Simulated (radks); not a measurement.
Dispersion coefficients C6 (hartree bohr^6) between ground-configuration atoms and ions, from the Casimir-Polder integral (3/pi) of alpha_A(iw) alpha_B(iw). All-electron calculation, non-relativistic Kohn-Sham, PBE, spin-polarised, spherical densities, point nucleus. Program: a radial shooting solver on a logarithmic mesh with Libxc functionals. Response by self-consistent Sternheimer equations with the Hartree and adiabatic LDA kernel.

C6       Pd    Ag+   Cd2+   In3+   Sn4+   Sb5+   Te6+    I7+   Xe8+
Pd    210.8
Ag+   107.5  60.11
Cd2+  67.48  39.65  26.98
In3+  46.77  28.37  19.72  14.64
Sn4+  34.47  21.37  15.09  11.34  8.861
Sb5+  26.50  16.70  11.93  9.045  7.124  5.764
Te6+  21.01  13.40  9.661  7.383  5.851  4.759  3.947
I7+   17.05  10.98  7.978  6.134  4.888  3.993  3.325  2.810
Xe8+  14.10  9.154  6.691  5.171  4.139  3.394  2.836  2.404  2.062

Static polarisabilities (bohr^3): Pd ([Kr] 4d10) 29.69, Ag+ ([Kr] 4d10) 10.21, Cd2+ ([Kr] 4d10) 5.375, In3+ ([Kr] 4d10) 3.362, Sn4+ ([Kr] 4d10) 2.317, Sb5+ ([Kr] 4d10) 1.698, Te6+ ([Kr] 4d10) 1.300, I7+ ([Kr] 4d10) 1.026, Xe8+ ([Kr] 4d10) 0.8304. The combination rule 2 Ca Cb / ((alpha_b/alpha_a) Ca + (alpha_a/alpha_b) Cb) gives 2.403 for I7+-Xe8+, against 2.404 from the integral.
